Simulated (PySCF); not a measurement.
Molecule: `O([SiH2]O[SiH2]O)[SiH3]`, H₈O₃Si₃.

Geometry (Å), atoms numbered from 1 in this order:
```xyz
14

O    -3.305    0.851   -0.146
Si   -1.702    1.037   -0.285
O    -1.018   -0.438   -0.286
Si    0.320   -1.328   -0.142
O     1.614   -0.393    0.108
Si    2.317    1.008    0.513
H    -3.770    0.155   -0.602
H    -1.347    1.660   -1.558
H    -1.343    1.787    0.907
H     0.536   -1.988   -1.421
H     0.141   -2.169    1.033
H     2.283    1.118    1.972
H     3.677    0.865   -0.001
H     1.596    2.115   -0.114
```

Frames of a GFN2-xTB Langevin trajectory at 400 K; GIAO PBE0/pcSseg-1 shieldings in PySCF 2.14, gas phase, non-relativistic; equivalent atoms averaged within each frame.

Shifts are taken against calculated references (same method and geometry level): ¹⁷O (σref 336.08) vs H2O; ²⁹Si (σref 349.16), ¹H (σref 31.72) vs TMS. The references are static minima.

How do the shifts (ppm) fluctuate along the trajectory?

Answers


```tsv
time (fs)	O3	O5	O1	Si6	Si4	Si2	H12/H13/H14	H8/H9	H10/H11	H7
optimised geometry	93.3	42.7	47.9	-43.9	-46.9	-40.7	5.15	5.10	4.96	2.02
250	99.2	62.5	52.8	-41.3	-55.2	-61.1	6.01	5.38	5.34	4.28
425	95.6	47.7	47.8	-51.3	-60.2	-44.7	5.60	5.51	5.80	2.13
625	97.5	39.5	62.5	-37.7	-47.9	-48.8	5.13	5.52	5.09	2.60
800	96.8	46.5	55.5	-40.8	-46.9	-47.6	5.81	5.03	4.86	1.16
1000	94.6	42.8	33.5	-46.3	-46.1	-31.0	5.39	5.99	4.55	-0.45
mean of frames	96.7	47.8	50.4	-43.5	-51.3	-46.6	5.59	5.49	5.13	1.94
standard deviation	1.8	8.8	10.8	5.3	6.2	10.8	0.35	0.35	0.48	1.75
```

5 frames give an uncertainty of the mean of about the standard deviation over 2.2 at best, since frames this close in time may not be independent; classical motion lacks zero-point vibration, and the reference would need the same averaging.
